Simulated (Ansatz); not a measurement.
Zr₂O₅H₂, relaxed as a singlet with RKS B3LYP-D4/def2-SVP in Ansatz, starting from the GFN2-xTB geometry. Force threshold 0.02 eV/Å.

In the def2 sets Zr takes a core potential; there is no spin–orbit coupling. The structure holds 1 bond(s) between oxygen atoms. Another isomer (singlet) lies 4.04 eV lower at PBE0-D4/def2-TZVP; other spin states weren't run for this one.

Start:

| atom | x (Å) | y (Å) | z (Å) |
| --- | --- | --- | --- |
| Zr1 | -0.2879 | -0.9452 | 0.9153 |
| Zr2 | 0.5395 | 1.5498 | -0.6346 |
| O3 | 0.0052 | 1.7860 | -2.4528 |
| O4 | 1.2232 | -0.1546 | -0.6839 |
| O5 | -0.3320 | -0.9096 | 2.7932 |
| O6 | 1.0047 | -0.8096 | 2.2797 |
| O7 | -0.9796 | 1.0181 | 0.3021 |
| H8 | -1.1405 | -2.4854 | 0.4341 |
| H9 | -0.0327 | 0.9504 | -2.9530 |

```csv
step,energy (eV),largest force component (eV/Å),SCF passes
1,-12826.6898,3.892,21
2,-12827.1604,0.592,29
3,-12827.2643,0.398,23
4,-12827.3071,0.663,23
5,-12827.3602,0.283,24
6,-12827.3653,0.353,26
7,-12827.3787,0.403,24
8,-12827.3798,0.206,23
9,-12827.3842,0.176,24
10,-12827.3867,0.033,25
11,-12827.3874,0.040,24
12,-12827.3878,0.023,25
13,-12827.3880,0.020,25
14,-12827.3881,0.032,26
15,-12827.3882,0.023,16
16,-12827.3882,0.010,17
```

Force components are those of the run's own axes.

End:

```xyz
9

Zr   -0.2695   -0.8684    1.0754
Zr    0.5009    1.4353   -0.7720
O     0.0587    1.6459   -2.6471
O     1.2473   -0.2002   -0.3325
O    -0.3620   -0.9133    3.0243
O     1.0437   -1.0264    2.5236
O    -0.9478    0.9903    0.3454
H    -1.0113   -2.4233    0.2912
H    -0.2601    1.3601   -3.5083
```

By distances, no bond broke or formed. The bond that changes most is Zr1–O4, from 2.34 to 2.17 Å (atoms count from 1).

No frequencies were taken in this run, so the end may be a saddle point.

It took 38 s on 4 threads of Arm Neoverse V2 on a shared host.
